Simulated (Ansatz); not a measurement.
Born–Oppenheimer molecular dynamics of CH$_{6}$BFO$_{3}$ (12 atoms, charge 0, multiplicity 1). It starts from a rough guess of a transition structure, not a stationary point.

The calculation used UKS PBE0-D4/STO-3G in Ansatz 0.2.0.

| Property | Result |
| --- | --- |
| ensemble | NVE (velocity Verlet) |
| time step | 0.5 fs |
| steps asked | 150 |
| starting velocities drawn for | 1000 K |
| seed | 806030 |

Frames 5 fs apart, positions in Å.

Velocities at 0 fs (Å/ps):

```
B -4.34 11.02 -8.96
O -7.54 1.22 -3.67
C -12.36 -5.86 10.24
O 10.15 -6.12 10.75
O 6.81 6.18 0.74
H 46.20 10.67 -10.79
F -1.55 -2.57 -5.70
H 21.29 24.30 -15.64
H -19.06 -34.98 1.52
H 57.31 -10.07 -5.23
H -13.92 -33.45 11.69
H -18.20 23.22 -24.30
```

```xyz
12
Properties=species:S:1:pos:R:3 time_fs=0 energy_less_start_eV=0.000 T=1000
B -0.260 0.699 -0.673
O 0.837 -0.251 0.304
C 0.311 -1.376 0.966
O -1.525 0.265 -0.518
O 0.268 1.095 -1.843
H 0.672 0.862 0.898
F 0.081 1.841 0.520
H 0.414 -2.245 0.315
H 0.888 -1.540 1.880
H -0.745 -1.237 1.212
H -2.112 0.485 -1.238
H 1.170 1.402 -1.822
12
Properties=species:S:1:pos:R:3 time_fs=5 energy_less_start_eV=0.029 T=979
B -0.253 0.762 -0.675
O 0.798 -0.216 0.279
C 0.275 -1.408 1.008
O -1.486 0.227 -0.460
O 0.291 1.124 -1.858
H 0.816 0.850 0.773
F 0.076 1.812 0.486
H 0.474 -2.202 0.243
H 0.825 -1.713 1.936
H -0.854 -1.281 1.274
H -2.172 0.344 -1.236
H 1.248 1.566 -1.872
12
Properties=species:S:1:pos:R:3 time_fs=10 energy_less_start_eV=-0.201 T=1152
B -0.214 0.835 -0.609
O 0.765 -0.171 0.255
C 0.238 -1.425 1.030
O -1.472 0.184 -0.409
O 0.317 1.156 -1.903
H 0.784 0.729 0.800
F 0.079 1.768 0.440
H 0.372 -2.216 0.284
H 0.796 -1.721 1.932
H -0.824 -1.375 1.256
H -2.072 0.222 -1.210
H 1.156 1.646 -1.752
12
Properties=species:S:1:pos:R:3 time_fs=15 energy_less_start_eV=0.262 T=797
B -0.206 0.881 -0.567
O 0.747 -0.173 0.258
C 0.220 -1.411 1.008
O -1.457 0.148 -0.365
O 0.327 1.179 -1.937
H 0.745 0.582 1.056
F 0.084 1.743 0.399
H 0.263 -2.292 0.332
H 0.849 -1.559 1.910
H -0.925 -1.356 1.259
H -1.927 0.158 -1.252
H 1.133 1.769 -1.614
12
Properties=species:S:1:pos:R:3 time_fs=20 energy_less_start_eV=0.076 T=937
B -0.241 0.870 -0.597
O 0.750 -0.225 0.303
C 0.194 -1.383 0.960
O -1.439 0.132 -0.339
O 0.328 1.198 -1.930
H 0.758 0.384 1.075
F 0.092 1.767 0.385
H 0.278 -2.315 0.382
H 0.861 -1.403 1.844
H -0.830 -1.201 1.260
H -1.792 0.076 -1.329
H 1.039 1.873 -1.625
12
Properties=species:S:1:pos:R:3 time_fs=25 energy_less_start_eV=0.089 T=931
B -0.267 0.858 -0.640
O 0.784 -0.295 0.334
C 0.183 -1.373 0.934
O -1.429 0.131 -0.353
O 0.312 1.205 -1.892
H 0.830 0.494 1.056
F 0.096 1.815 0.379
H 0.303 -2.305 0.366
H 0.777 -1.490 1.856
H -0.886 -1.040 1.281
H -1.771 -0.087 -1.235
H 0.939 1.953 -1.707
12
Properties=species:S:1:pos:R:3 time_fs=30 energy_less_start_eV=-0.267 T=1205
B -0.257 0.880 -0.641
O 0.859 -0.321 0.334
C 0.154 -1.391 0.979
O -1.427 0.144 -0.389
O 0.280 1.194 -1.851
H 0.842 0.584 0.835
F 0.095 1.854 0.366
H 0.196 -2.256 0.266
H 0.632 -1.752 1.939
H -0.882 -1.145 1.163
H -1.878 -0.338 -1.219
H 0.851 2.078 -1.743
12
Properties=species:S:1:pos:R:3 time_fs=35 energy_less_start_eV=0.343 T=737
B -0.258 0.907 -0.603
O 0.951 -0.328 0.314
C 0.135 -1.431 1.040
O -1.439 0.165 -0.434
O 0.252 1.186 -1.835
H 0.821 0.615 0.858
F 0.089 1.873 0.351
H 0.075 -2.145 0.212
H 0.477 -1.931 1.944
H -1.017 -1.220 1.041
H -1.770 -0.427 -1.129
H 0.692 2.029 -1.745
12
Properties=species:S:1:pos:R:3 time_fs=40 energy_less_start_eV=-0.056 T=1042
B -0.284 0.916 -0.565
O 1.022 -0.335 0.324
C 0.099 -1.454 1.039
O -1.452 0.201 -0.458
O 0.224 1.168 -1.845
H 0.901 0.407 1.007
F 0.078 1.877 0.343
H 0.115 -2.209 0.218
H 0.464 -1.953 1.990
H -0.916 -1.095 1.110
H -1.533 -0.461 -1.249
H 0.681 2.126 -1.751
12
Properties=species:S:1:pos:R:3 time_fs=45 energy_less_start_eV=-0.078 T=1060
B -0.292 0.947 -0.548
O 1.055 -0.373 0.372
C 0.107 -1.459 0.986
O -1.480 0.224 -0.476
O 0.201 1.157 -1.863
H 1.107 0.265 1.197
F 0.059 1.875 0.343
H 0.119 -2.327 0.325
H 0.534 -1.764 1.939
H -0.855 -0.846 1.235
H -1.226 -0.332 -1.312
H 0.666 2.020 -1.790
12
Properties=species:S:1:pos:R:3 time_fs=50 energy_less_start_eV=-0.041 T=1030
B -0.282 1.002 -0.551
O 1.058 -0.430 0.431
C 0.150 -1.409 0.942
O -1.497 0.235 -0.499
O 0.176 1.136 -1.879
H 1.385 0.063 1.293
F 0.037 1.877 0.356
H -0.026 -2.371 0.368
H 0.643 -1.638 1.933
H -0.772 -0.920 1.153
H -1.243 -0.264 -1.319
H 0.769 1.978 -1.857
12
Properties=species:S:1:pos:R:3 time_fs=55 energy_less_start_eV=0.038 T=971
B -0.295 1.042 -0.581
O 1.076 -0.466 0.458
C 0.199 -1.379 0.957
O -1.489 0.250 -0.518
O 0.159 1.120 -1.887
H 1.545 -0.166 1.258
F 0.018 1.894 0.386
H -0.041 -2.229 0.333
H 0.564 -1.745 1.913
H -0.923 -1.028 1.044
H -1.518 -0.334 -1.414
H 0.912 1.830 -1.976
```

Of the whole run (75 fs, mean temperature of the second half 887 K): The conserved energy stayed within 0.56 meV per atom of its start (net change 0.026 meV per atom), so the integration is sound. A run of 0.075 ps of so small a system gives no equilibrium averages. The orbitals were unrestricted but ended closed-shell. Limits of this set-up: minimal basis.

Time of the run: 7.7 min on 1 thread of Arm Neoverse V2, on a shared host, peak memory 0.14 GiB.
